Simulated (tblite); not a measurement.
Species: AlBr3.OEt2, C4H10AlBr3O.
Z-matrix (Å and degrees, GFN2-xTB geometry), rows numbered from 1:
```
C 
C   1  1.5198
O   2  1.4357  1  111.54
C   3  1.4368  2  114.62  1   -87.85
C   4  1.5198  3  112.37  2   -80.36
Al  3  1.9604  2  126.77  1    79.14
Br  6  2.2682  3  102.83  2    17.23
Br  6  2.2790  3  100.92  2  -103.06
Br  6  2.2737  3  101.41  2   137.75
H   1  1.0856  2  109.42  3  -177.84
H   1  1.0887  2  109.98  3   -58.67
H   1  1.0874  2  111.49  3    61.89
H   2  1.0929  1  109.83  3   117.87
H   2  1.0925  1  111.34  3  -121.85
H   4  1.0936  3  109.02  2    43.73
H   4  1.0960  3  106.11  2   159.97
H   5  1.0874  4  111.80  3    63.27
H   5  1.0858  4  108.99  3  -176.96
H   5  1.0875  4  110.19  3   -57.93
```

Computed with GFN2-xTB (tblite): harmonic, unscaled wavenumbers at the GFN2-xTB geometry, gas phase. The method is semi-empirical: single wavenumbers can be off by several per cent or more. One conformer, not necessarily the lowest.

Harmonic wavenumbers (cm⁻¹): 31.3, 49.6, 59.1, 67.6, 82.6, 92.1, 111.6, 125.4, 147.9, 173.2, 182.1, 218.2, 235.8, 289.1, 327.0, 468.2, 484.6, 489.6, 500.7, 800.2, 811.9, 862.9, 937.7, 1033.6, 1062.2, 1092.0, 1094.9, 1124.6, 1178.8, 1240.4, 1272.0, 1320.1, 1328.8, 1406.9, 1412.7, 1444.9, 1458.8, 1476.0, 1477.2, 1479.9, 1480.6, 2933.8, 2963.0, 2972.5, 2978.9, 3030.6, 3041.8, 3043.8, 3049.5, 3064.9, 3065.7.

A = 416.4, B = 379.5, C = 361.2 MHz; mass 337.810 u (most abundant isotopes); point group C1, symmetry number 1.

Q: Zero-point energy?

A: ½Σν̃ = 30539 cm⁻¹ = 87.31 kcal/mol.

Q: What is S at 350 K and 1 bar for an ideal gas of classical rigid rotors and harmonic oscillators?

A: Translation 44.17, rotation 33.48, vibration 57.57: S = 135.2 cal/(mol K).

Q: And Cp and H(350 K) − H(0)?

A: Cp = 50.82 cal/(mol K), of which vibrations give 42.87 (their classical limit is 51 R = 101.3); H(350 K) − H(0) = 12.05 kcal/mol without the zero-point energy, 9.26 from vibrations.

Q: Blend soft modes into free rotors: weight 1/[1 + (100 cm⁻¹/ν̃)⁴] for the oscillator and the rest for a rotor with moment μB/(μ + B), μ = h/(8π²ν), B = 10⁻⁴⁴ kg m². What vibrational entropy results?

A: 50.63 cal/(mol K) in place of 57.57, which changes −T·S at 350 K by +2.43 kcal/mol.

Q: Which modes carry the vibrational entropy at 350 K?

A: 31.3 cm⁻¹: 6.06; 49.6 cm⁻¹: 5.15; 59.1 cm⁻¹: 4.80; 67.6 cm⁻¹: 4.54; 82.6 cm⁻¹: 4.14; 92.1 cm⁻¹: 3.93 cal/(mol K); the other 45 give 28.94 together.

Q: How do the functions run with temperature in this model?

A: 
| T (K) | S (cal/(mol K)) | Cp (cal/(mol K)) | H − H(0) (kcal/mol) | G − H(0) (kcal/mol) | ln q(vib) |
| --- | --- | --- | --- | --- | --- |
| 100 | 87.1 | 29.0 | 1.90 | -6.81 | 4.19 |
| 200 | 110.5 | 38.8 | 5.33 | -16.76 | 9.34 |
| 300 | 127.7 | 46.8 | 9.61 | -28.70 | 13.69 |
| 500 | 155.3 | 61.8 | 20.52 | -57.10 | 20.97 |
| 800 | 188.0 | 77.3 | 41.58 | -108.79 | 30.05 |
| 1000 | 206.0 | 84.2 | 57.76 | -148.22 | 35.32 |

q(vib) and H(0) count from the zero-point level.

Q: What must be added to the electronic energy to get the Gibbs energy at 350 K and 1 bar?

A: ZPE + [H(350 K) − H(0)] − T·S = 87.31 + 12.05 − 47.32 = 52.04 kcal/mol.

Hindered rotation and anharmonicity are outside this model. Other conformers, if any are populated, would add a mixing term that is left out. The structure is chiral; the term R ln 2 for an equal mix with its mirror image is left out.

Time: 1.0 s wall, 1.5 s CPU. Hardware: an Arm Neoverse V1 with 2 threads, no GPU, shared host. The figure is for the frequency step alone.
